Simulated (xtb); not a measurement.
xtb input:

```bash
xtb mol.xyz --gfnff --opt tight --chrg 0 --uhf 0
```
mol.xyz:
```
2

La    -0.00000000    -0.00000000    -0.58607313
Cl     0.00000000     0.00000000     1.96506871
```

Q: Predict the final energy.

A: -0.20724 Eh (GFN-FF).
